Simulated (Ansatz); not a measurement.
Geometry optimisation, UKS r2SCAN/def2-SVP in Ansatz 0.2.0.

The input (input.yaml):

```yaml
crystal:
  periodic: [false, false, false]
  atoms:
    - { symbol: W, position_ang: [0.0, 0.0, -0.508845] }
    - { symbol: H, position_ang: [0.0, 0.0, 1.218657] }
    - { symbol: H, position_ang: [1.386438, -0.012082, 0.43699] }
    - { symbol: H, position_ang: [-0.012082, 1.386438, 0.43699] }
    - { symbol: H, position_ang: [-1.386438, 0.012082, 0.43699] }
    - { symbol: H, position_ang: [0.012082, -1.386438, 0.43699] }
    - { symbol: H, position_ang: [0.0, 0.0, -2.349001] }
    - { symbol: H, position_ang: [0.0, 0.0, 3.071229] }
magnetization:
  spin_polarized: true
  initial_magnetization: 1
basis:
  gaussian: { orbitals: def2-SVP }
hamiltonian:
  xc: r2scan
relax:
  f_tol: 0.03
  max_steps: 50
```

Launched with:

```bash
$ ansatz run input.yaml --threads 2 --pin off --max-ram 3072MiB --backend cpu --events-out ev --progress --plain --runs-dir out
```

Question: Where does it end, and by what steps?

Answer: The run converged. After 9 steps the energy has fallen by 3.085 eV; H2 moved furthest, 0.97 Å. Parted: W1–H2. Joined: H2–H8.

```csv
step,energy less start (eV),largest force component (eV/Å),accepted
0,0.0000,0.443,yes
1,-0.0269,0.336,yes
2,-0.0825,0.786,yes
3,-0.3347,2.667,yes
4,-2.0118,4.796,yes
5,-2.8331,3.336,yes
6,-2.9887,1.097,yes
7,-3.0754,0.073,yes
8,-3.0838,0.218,yes
9,-3.0850,0.011,yes
```

```xyz
8
Properties=species:S:1:pos:R:3
W 0.000 0.000 -0.581
H 0.000 0.000 2.188
H 1.479 -0.002 0.234
H -0.002 1.479 0.234
H -1.479 0.002 0.234
H 0.002 -1.479 0.234
H 0.000 0.000 -2.310
H 0.000 0.000 2.948
```

Time of the run: 19 s on 2 threads of AMD EPYC 9B45 (Zen 5), on a shared host, peak memory 0.22 GiB.
